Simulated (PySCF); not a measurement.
# Circular dichroism: `CC[C@@H]1C[C@H](F)[S@@]1=O`, C₅H₉FOS

Geometry:
```
atom   x (Å)   y (Å)   z (Å)
  C1   2.054   0.464  -0.865
  C2   0.725   1.082  -0.442
  C3   0.013   0.248   0.600
  C4  -0.473  -1.140   0.181
  C5  -1.812  -1.066   0.892
  F6  -2.868  -1.603   0.233
  S7  -1.748   0.835   0.934
  O8  -2.262   1.350  -0.325
  H9   1.905  -0.528  -1.283
 H10   2.725   0.381  -0.012
 H11   2.531   1.085  -1.617
 H12   0.067   1.186  -1.308
 H13   0.897   2.081  -0.036
 H14   0.543   0.232   1.552
 H15   0.162  -1.978   0.467
 H16  -0.646  -1.173  -0.896
 H17  -1.820  -1.444   1.916
```

Method: TDDFT BHandHLYP/def2-SVPD circular dichroism and optical rotation, one conformer, gas phase (PySCF 2.14.0). Geometry: GFN2-xTB.

The molecule is flexible and this is one conformer; a measurement averages over conformers. States above about 8.1 eV (minus the energy of the highest occupied orbital) lie near or above the ionisation threshold and depend on the basis.

Task: What are the CIP labels of the stereocentres?

Result: C3 R, C5 R, S7 R.

Task: Which excitations and rotatory strengths does the calculation give?

Result: Rotatory strengths R in 10⁻⁴⁰ esu² cm², velocity form and length form (origin at the centre of mass); f in length form.
```tsv
state	E (eV)	λ (nm)	f	R (velocity)	R (length)	main
1	5.44	228	0.040	+9.6	+11.4	HOMO→LUMO 0.79
2	5.79	214	0.005	+5.6	+4.5	HOMO→LUMO+2 0.71
3	6.67	186	0.062	+4.0	+4.3	HOMO→LUMO+1 0.77, HOMO→LUMO+2 0.11
4	6.79	183	0.003	-17.3	-20.1	HOMO−1→LUMO+2 0.69, HOMO−1→LUMO+1 0.09
5	6.87	181	0.023	+13.7	+14.0	HOMO−1→LUMO 0.57, HOMO→LUMO+3 0.11
6	7.31	170	0.055	+7.3	+7.5	HOMO→LUMO+3 0.59, HOMO−1→LUMO 0.18
7	7.64	162	0.005	-12.5	-13.8	HOMO→LUMO+4 0.38, HOMO−1→LUMO+1 0.28
8	7.74	160	0.006	+4.6	+3.6	HOMO−1→LUMO+1 0.47, HOMO→LUMO+4 0.16
9	7.89	157	0.020	+4.4	+7.7	HOMO→LUMO+5 0.60, HOMO−1→LUMO+1 0.09
10	8.16	152	0.061	+13.4	+13.7	HOMO−1→LUMO+3 0.60, HOMO→LUMO+6 0.09
11	8.27	150	0.031	+21.4	+20.0	HOMO→LUMO+7 0.51, HOMO→LUMO+8 0.10
12	8.35	148	0.030	-15.7	-16.1	HOMO→LUMO+6 0.63, HOMO→LUMO+4 0.14
```

Among the states computed, the strongest CD band (largest |R|) is state 11. The largest dissymmetry factor in size, g = 4R/(D+G), with D and G the electric and magnetic dipole strengths, is -0.069 for state 4 (velocity form, f = 0.003), among bands with |R| over 0.5. The mirror image has the same energies and oscillator strengths and all R with the opposite sign.
